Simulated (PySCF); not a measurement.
Si(Cl)2(H)(NHMe) (CH₅Cl₂NSi), SMILES CN[SiH](Cl)Cl.

Coordinates come from a PBE-D3(BJ)/def2-SVP optimisation. Other conformers were not sampled.

Level of theory: PBE-D3(BJ)/def2-SVP run with PySCF 2.14.0.

Frequencies are harmonic and unscaled.

```tsv
mode	ν (cm⁻¹)	IR (km/mol)	moving atoms (share of kinetic energy)
1	51	1.1	C 33 %, H 26 %, Cl 23 %, N 11 %
2	116	1.8	H 61 %, Cl 16 %, C 12 %
3	154	0.9	H 57 %, Cl 13 %, Si 12 %, N 9 %, C 9 %
4	173	2.0	Cl 73 %, Si 11 %
5	267	7.7	N 41 %, Si 25 %, Cl 19 %, H 14 %
6	304	8.2	Cl 28 %, C 25 %, N 22 %, H 18 %
7	447	39.5	H 63 %, Cl 16 %, N 12 %
8	517	116.9	Si 39 %, Cl 30 %, H 24 %
9	566	115.6	Si 54 %, Cl 35 %, H 10 %
10	755	129.8	H 84 %, Si 12 %
11	796	68.8	Si 35 %, N 33 %, H 21 %, C 11 %
12	827	116.0	H 89 %, Si 10 %
13	1060	19.6	H 82 %, C 11 %
14	1098	0.3	H 76 %, C 19 %
15	1127	109.8	N 43 %, C 35 %, H 20 %
16	1342	62.4	H 65 %, N 24 %, C 10 %
17	1399	8.7	H 87 %, C 12 %
18	1414	9.4	H 96 %
19	1445	9.1	H 96 %
20	2222	82.4	H 97 %
21	2929	72.5	H 96 %
22	3007	25.0	H 91 %, C 9 %
23	3045	15.8	H 91 %, C 9 %
24	3511	28.2	H 93 %
```
